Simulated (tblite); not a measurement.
Energy landscape of CH3 (cation, charge +1), singlet: map of symmetric stretch and umbrella angle. Scanned: C-H bond length and angle between the C-H bonds and the threefold axis (90 = planar).

Cartesian coordinates as functions of the variables (Å; names that start with a are angles):
```
C  0  0  0
H  r*sin(a)*cos(0*2*pi/3+0)  r*sin(a)*sin(0*2*pi/3+0)  0+r*cos(a)
H  r*sin(a)*cos(1*2*pi/3+0)  r*sin(a)*sin(1*2*pi/3+0)  0+r*cos(a)
H  r*sin(a)*cos(2*2*pi/3+0)  r*sin(a)*sin(2*2*pi/3+0)  0+r*cos(a)
```

Method: GFN2-xTB, 300 K electronic temperature (tblite).

Energy in mEh above the lowest grid point; x is the C-H bond length (Å), y the angle between the C-H bonds and the threefold axis (90 = planar) (°).

```csv
y \ x,0.96,1.02,1.08,1.12,1.17,1.23,1.27,1.33,1.36
130,183.4,144.5,126.6,123.0,125.3,135.4,145.2,163.4,173.6
127.20,161.0,123.2,106.3,103.3,106.3,117.2,127.6,146.5,157.0
123.20,133.8,97.3,81.6,79.3,83.2,95.0,106.0,125.8,136.7
119.20,111.5,76.1,61.3,59.6,64.1,76.6,88.1,108.5,119.7
115.20,93.2,58.7,44.6,43.3,48.4,61.4,73.2,94.0,105.4
111.20,78.6,44.6,31.1,30.1,35.5,49.0,61.0,82.1,93.7
107.20,66.9,33.4,20.3,19.6,25.2,38.9,51.1,72.4,84.1
103.20,58.0,24.9,12.0,11.4,17.2,31.1,43.4,64.9,76.6
99.20,51.6,18.7,6.0,5.5,11.4,25.4,37.8,59.4,71.2
95.20,47.6,14.8,2.2,1.8,7.7,21.8,34.2,55.8,67.7
90,45.7,13.0,0.4,0.0,6.0,20.1,32.5,54.2,66.0
```

Points that lie below all their neighbours on the grid: x = 1.12, y = 90 on the edge of the grid (0.0 mEh).
